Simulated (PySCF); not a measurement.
# Computed records: CH5B2Ge, B3GeH6

All values are calculated (PySCF 2.14.0). Calculation on a computer-drawn molecule: the log of a Hartree-Fock and frozen-core CCSD(T) single point meant for a local Hartree-Fock minimum, with one planted fault or none, to be diagnosed. Offsets are logged minus clean, where the clean run is the same molecule without the fault. The reference is restricted for singlets and unrestricted otherwise, and also for a bond in bohr or an excited solution. Adding or removing an electron swaps singlet and doublet. The excited solution moves the top pair (singlet) or top alpha electron (doublet) to the lowest empty orbital. Highest occupied and lowest empty are orbital energies over both spins, largest force is the largest gradient component, triples share is (T) over the correlation energy, the T1 limit is 0.02 restricted and 0.045 unrestricted, electrons count all cores, a negative frequency is imaginary (commonest isotopes), and the dipole is about the centre of nuclear charge; on germanium a core potential holds 10 electrons, which the energies leave out, and 3d is frozen in MP2 and coupled-cluster steps.

Common to all runs: meant charge 0; meant multiplicity 2; meant basis cc-pVDZ; meant basis and core potential on germanium cc-pVDZ-PP ECP10MDF; logged electrons 53; logged SCF converged yes; logged CC converged yes; logged SCF stable within its kind yes; possible faults no fault, one electron removed, one electron added, multiplicity raised by two, geometry at a saddle point, SCF held on an excited solution, minimal basis STO-3G, one bond length entered in bohr, all coordinates scaled.

```yaml
- entry: 1
  formula: CH5B2Ge
  logged_structure:
    atoms_angstrom:
      - [B, -0.9824, -2.0146, 1.3889]
      - [C, -0.3298, -0.7939, 1.327]
      - [Ge, 1.126, -0.5459, 0.1089]
      - [B, 2.1601, 1.1288, -0.102]
      - [H, -1.5005, -3.0697, 1.4001]
      - [H, -0.8348, 0.8164, 2.4906]
      - [H, 1.3838, -1.8279, -0.6866]
      - [H, 1.8803, 2.0804, 0.5689]
      - [H, 3.0522, 1.1642, -0.8994]
  given:
    logged_basis_functions: 90
    logged_spin_squared: 1.4933
    "logged_highest_occupied [eV]": -7.1878
    "logged_lowest_empty [eV]": 0.55011
    "logged_largest_force [hartree/bohr]": 0.019659
    logged_T1_diagnostic: 0.057857
    logged_D1_diagnostic: 0.26546
    logged_triples_share: 0.04647
    "logged_dipole_magnitude [debye]": 2.7923
    "logged_energy_HF [hartree]": -383.28936
    "logged_energy_CCSD(T) [hartree]": -383.72662
    drawn_bonds_atom: [1, 2, 3, 1, 2, 3, 4, 4]
    drawn_bonds_other_atom: [2, 3, 4, 5, 6, 7, 8, 9]
    drawn_bonds_order: [1, 2, 1, 1, 1, 1, 1, 1]
  results:
    planted_fault: "one bond length entered in bohr, row 5 of the drawn bonds"
    "HF_energy_offset_from_clean_run [kcal/mol]": 83.85
    "CCSD(T)_energy_offset_from_clean_run [kcal/mol]": 84.82
  notes: ["T1 above single-reference limit"]
- entry: 2
  formula: B3GeH6
  logged_structure:
    atoms_angstrom:
      - [B, 1.4473, -0.7291, -2.4533]
      - [Ge, -0.0461, -0.2095, -1.1028]
      - [B, 0.7035, -0.1971, 0.8587]
      - [B, 0.3808, -1.4256, 1.9414]
      - [H, 2.5985, -0.4095, -2.5267]
      - [H, -1.2661, -1.1274, -1.2732]
      - [H, -0.4909, 1.212, -1.4974]
      - [H, 1.4092, 0.7366, 1.1318]
      - [H, 1.0566, -2.4208, 1.9866]
      - [H, -0.562, -1.3703, 2.6872]
  given:
    logged_basis_functions: 95
    logged_spin_squared: 0.7589
    "logged_highest_occupied [eV]": -8.6826
    "logged_lowest_empty [eV]": 0.94029
    "logged_largest_force [hartree/bohr]": 1.994e-05
    "logged_lowest_frequency [cm^-1]": 39.117
    logged_T1_diagnostic: 0.017431
    logged_D1_diagnostic: 0.059337
    logged_triples_share: 0.027373
    "logged_dipole_magnitude [debye]": 0.83515
    "logged_energy_HF [hartree]": -370.78487
    "logged_energy_CCSD(T) [hartree]": -371.17512
    drawn_bonds_atom: [1, 2, 3, 1, 2, 2, 3, 4, 4]
    drawn_bonds_other_atom: [2, 3, 4, 5, 6, 7, 8, 9, 10]
    drawn_bonds_order: [1, 1, 1, 1, 1, 1, 1, 1, 1]
  results:
    planted_fault: "no fault"
    "HF_energy_offset_from_clean_run [kcal/mol]": 0.0
    "CCSD(T)_energy_offset_from_clean_run [kcal/mol]": 0.0
```
